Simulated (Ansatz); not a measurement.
A first, cheap relaxation of C$_{2}$H$_{6}$AlNOSi (`OC1=NC[SiH]1[AlH2]`).

```yaml
crystal:
  periodic: [false, false, false]
  atoms:
    - {symbol: O, position_ang: [1.045900, -2.296800, 0.481600]}
    - {symbol: C, position_ang: [0.139200, -1.318500, -0.097800]}
    - {symbol: N, position_ang: [-1.183200, -1.344500, -0.465200]}
    - {symbol: C, position_ang: [-1.129900, 0.033900, -0.946400]}
    - {symbol: Si, position_ang: [0.421800, 0.437500, -0.646300]}
    - {symbol: Al, position_ang: [0.679000, 1.918700, 1.208800]}
    - {symbol: H, position_ang: [0.686200, -3.176500, 0.700600]}
    - {symbol: H, position_ang: [-1.395400, 0.059800, -2.035900]}
    - {symbol: H, position_ang: [-1.916100, 0.645100, -0.304600]}
    - {symbol: H, position_ang: [1.244100, 0.564300, -1.818600]}
    - {symbol: H, position_ang: [2.087000, 1.995900, 1.959800]}
    - {symbol: H, position_ang: [-0.601600, 2.425800, 1.998200]}
basis:
  gaussian: {orbitals: def2-SVP}
hamiltonian: {xc: pbe, dispersion: d4}
relax: {f_tol: 0.03, max_steps: 200}
```

```sh
$ ansatz run in.yaml --threads 4 --pin off --events-out ev --progress --plain --max-ram 10444MiB
```

Shortened log:

```
Functional definition: PBE
mean field -20156.20219722 eV, -740.7267683833 hartree, gradient 3.4e-5 eV, S^2 0.000000; 0 other end points of the search recorded, 0 dependent functions left out
relax step   1: F+E_penalty+E_count = -20156.50194983 eV  Δ(F+E_penalty+E_count) = +0.000e0 eV  max|allowed force component| = 1.048e1 eV/Å  Δτ_max = 0.0000 Å  (30 SCF iters, accepted)
mean field -20157.74363363 eV, -740.7834151265 hartree, gradient 1.4e-5 eV, S^2 0.000000; 0 other end points of the search recorded, 0 dependent functions left out
relax step   2: F+E_penalty+E_count = -20158.03939429 eV  Δ(F+E_penalty+E_count) = -1.537e0 eV  max|allowed force component| = 4.952e0 eV/Å  Δτ_max = 0.1938 Å  (38 SCF iters, accepted)
mean field -20158.27834122 eV, -740.8030652681 hartree, gradient 1.2e-5 eV, S^2 0.000000; 0 other end points of the search recorded, 0 dependent functions left out
relax step   3: F+E_penalty+E_count = -20158.57128138 eV  Δ(F+E_penalty+E_count) = -5.319e-1 eV  max|allowed force component| = 9.942e-1 eV/Å  Δτ_max = 0.1926 Å  (37 SCF iters, accepted)
mean field -20158.33158872 eV, -740.8050220774 hartree, gradient 1.3e-5 eV, S^2 0.000000; 0 other end points of the search recorded, 0 dependent functions left out
relax step   4: F+E_penalty+E_count = -20158.62252910 eV  Δ(F+E_penalty+E_count) = -5.125e-2 eV  max|allowed force component| = 2.825e-1 eV/Å  Δτ_max = 0.0787 Å  (30 SCF iters, accepted)
mean field -20158.33914084 eV, -740.8052996128 hartree, gradient 1.3e-5 eV, S^2 0.000000; 0 other end points of the search recorded, 0 dependent functions left out
relax step   5: F+E_penalty+E_count = -20158.62936005 eV  Δ(F+E_penalty+E_count) = -6.831e-3 eV  max|allowed force component| = 1.278e-1 eV/Å  Δτ_max = 0.0356 Å  (31 SCF iters, accepted)
mean field -20158.34082372 eV, -740.8053614577 hartree, gradient 1.3e-5 eV, S^2 0.000000; 0 other end points of the search recorded, 0 dependent functions left out
relax step   6: F+E_penalty+E_count = -20158.63092839 eV  Δ(F+E_penalty+E_count) = -1.568e-3 eV  max|allowed force component| = 5.996e-2 eV/Å  Δτ_max = 0.0228 Å  (31 SCF iters, accepted)
mean field -20158.34307109 eV, -740.8054440469 hartree, gradient 1.3e-5 eV, S^2 0.000000; 0 other end points of the search recorded, 0 dependent functions left out
relax step   7: F+E_penalty+E_count = -20158.63219145 eV  Δ(F+E_penalty+E_count) = -1.263e-3 eV  max|allowed force component| = 3.992e-2 eV/Å  Δτ_max = 0.0637 Å  (31 SCF iters, accepted)
mean field -20158.34423364 eV, -740.8054867697 hartree, gradient 1.3e-5 eV, S^2 0.000000; 0 other end points of the search recorded, 0 dependent functions left out
relax step   8: F+E_penalty+E_count = -20158.63276625 eV  Δ(F+E_penalty+E_count) = -5.748e-4 eV  max|allowed force component| = 6.879e-2 eV/Å  Δτ_max = 0.0778 Å  (31 SCF iters, accepted)
mean field -20158.34500535 eV, -740.8055151295 hartree, gradient 1.3e-5 eV, S^2 0.000000; 0 other end points of the search recorded, 0 dependent functions left out
relax step   9: F+E_penalty+E_count = -20158.63345658 eV  Δ(F+E_penalty+E_count) = -6.903e-4 eV  max|allowed force component| = 4.001e-2 eV/Å  Δτ_max = 0.0175 Å  (33 SCF iters, accepted)
mean field -20158.34580551 eV, -740.8055445348 hartree, gradient 1.3e-5 eV, S^2 0.000000; 0 other end points of the search recorded, 0 dependent functions left out
relax step  10: F+E_penalty+E_count = -20158.63407373 eV  Δ(F+E_penalty+E_count) = -6.171e-4 eV  max|allowed force component| = 2.562e-2 eV/Å  Δτ_max = 0.0341 Å  (31 SCF iters, accepted)
mean field -20158.34704781 eV, -740.8055901886 hartree, gradient 1.3e-5 eV, S^2 0.000000; 0 other end points of the search recorded, 0 dependent functions left out
relax step  11: F+E_penalty+E_count = -20158.63482707 eV  Δ(F+E_penalty+E_count) = -7.533e-4 eV  max|allowed force component| = 5.453e-2 eV/Å  Δτ_max = 0.0875 Å  (31 SCF iters, accepted)
mean field -20158.34796778 eV, -740.8056239971 hartree, gradient 1.3e-5 eV, S^2 0.000000; 0 other end points of the search recorded, 0 dependent functions left out
relax step  12: F+E_penalty+E_count = -20158.63544196 eV  Δ(F+E_penalty+E_count) = -6.149e-4 eV  max|allowed force component| = 6.739e-2 eV/Å  Δτ_max = 0.0772 Å  (31 SCF iters, accepted)
mean field -20158.34889634 eV, -740.8056581208 hartree, gradient 1.3e-5 eV, S^2 0.000000; 0 other end points of the search recorded, 0 dependent functions left out
relax step  13: F+E_penalty+E_count = -20158.63621024 eV  Δ(F+E_penalty+E_count) = -7.683e-4 eV  max|allowed force component| = 6.263e-2 eV/Å  Δτ_max = 0.0687 Å  (31 SCF iters, accepted)
mean field -20158.35007740 eV, -740.8057015241 hartree, gradient 1.2e-5 eV, S^2 0.000000; 0 other end points of the search recorded, 0 dependent functions left out
relax step  14: F+E_penalty+E_count = -20158.63723084 eV  Δ(F+E_penalty+E_count) = -1.021e-3 eV  max|allowed force component| = 5.432e-2 eV/Å  Δτ_max = 0.0897 Å  (30 SCF iters, accepted)
mean field -20158.35074059 eV, -740.8057258959 hartree, gradient 1.2e-5 eV, S^2 0.000000; 0 other end points of the search recorded, 0 dependent functions left out
relax step  15: F+E_penalty+E_count = -20158.63773667 eV  Δ(F+E_penalty+E_count) = -5.058e-4 eV  max|allowed force component| = 7.123e-2 eV/Å  Δτ_max = 0.0993 Å  (31 SCF iters, accepted)
mean field -20158.35136211 eV, -740.8057487364 hartree, gradient 1.2e-5 eV, S^2 0.000000; 0 other end points of the search recorded, 0 dependent functions left out
relax step  16: F+E_penalty+E_count = -20158.63804382 eV  Δ(F+E_penalty+E_count) = -3.072e-4 eV  max|allowed force component| = 8.508e-2 eV/Å  Δτ_max = 0.0813 Å  (31 SCF iters, accepted)
mean field -20158.35194562 eV, -740.8057701797 hartree, gradient 1.2e-5 eV, S^2 0.000000; 0 other end points of the search recorded, 0 dependent functions left out
relax step  17: F+E_penalty+E_count = -20158.63865992 eV  Δ(F+E_penalty+E_count) = -6.161e-4 eV  max|allowed force component| = 5.488e-2 eV/Å  Δτ_max = 0.0119 Å  (33 SCF iters, accepted)
mean field -20158.35226753 eV, -740.8057820097 hartree, gradient 1.2e-5 eV, S^2 0.000000; 0 other end points of the search recorded, 0 dependent functions left out
relax step  18: F+E_penalty+E_count = -20158.63898968 eV  Δ(F+E_penalty+E_count) = -3.298e-4 eV  max|allowed force component| = 2.537e-2 eV/Å  Δτ_max = 0.0292 Å  (32 SCF iters, accepted)
mean field -20158.35267359 eV, -740.8057969321 hartree, gradient 1.2e-5 eV, S^2 0.000000; 0 other end points of the search recorded, 0 dependent functions left out
relax step  19: F+E_penalty+E_count = -20158.63926159 eV  Δ(F+E_penalty+E_count) = -2.719e-4 eV  max|allowed force component| = 2.082e-2 eV/Å  Δτ_max = 0.0347 Å  (31 SCF iters, accepted)
mean field -20158.35299070 eV, -740.8058085857 hartree, gradient 1.2e-5 eV, S^2 0.000000; 0 other end points of the search recorded, 0 dependent functions left out
relax step  20: F+E_penalty+E_count = -20158.63944908 eV  Δ(F+E_penalty+E_count) = -1.875e-4 eV  max|allowed force component| = 1.031e-2 eV/Å  Δτ_max = 0.0386 Å  (31 SCF iters, accepted)
mean field -20158.35299070 eV, -740.8058085857 hartree, gradient 2.9e-5 eV, S^2 0.000000; 1 other end points of the search recorded, 0 dependent functions left out
Total energy: -20158.63949514 eV, -740.8163374298 hartree
Atom 0 at     1.051139    -2.331324     0.370535 Å, force    -0.002734     0.001445    -0.002604 eV/Å
Atom 1 at     0.278086    -1.360852    -0.127947 Å, force     0.002435    -0.000259     0.006676 eV/Å
Atom 2 at    -0.958959    -1.516903    -0.488709 Å, force    -0.000901    -0.001916    -0.003096 eV/Å
Atom 3 at    -1.348816    -0.159570    -0.958535 Å, force    -0.003815    -0.004982    -0.003148 eV/Å
Atom 4 at     0.416517     0.508481    -0.501312 Å, force     0.008517     0.010312    -0.001966 eV/Å
Atom 5 at     0.812863     2.030158     1.394101 Å, force    -0.001158    -0.009849     0.007323 eV/Å
Atom 6 at     0.491547    -3.142881     0.384497 Å, force     0.001769     0.000327     0.000125 eV/Å
Atom 7 at    -1.610696    -0.151909    -2.038004 Å, force    -0.002950     0.001705    -0.001670 eV/Å
Atom 8 at    -2.217765     0.244048    -0.396966 Å, force     0.000448     0.000115     0.001557 eV/Å
Atom 9 at     1.311000     0.825140    -1.682316 Å, force    -0.003730    -0.003302     0.001462 eV/Å
Atom 10 at     2.076630     1.792216     2.352285 Å, force    -0.003469     0.005632    -0.001113 eV/Å
Atom 11 at    -0.224546     3.208095     1.726570 Å, force     0.005588     0.000771    -0.003548 eV/Å
Dipole moment:     0.023132     0.132551    -0.008557 e Å
```

Hardware: 4 threads of an Intel Xeon Platinum 8488C on a shared host. Wall time 22 s, peak host memory 0.21 GiB.
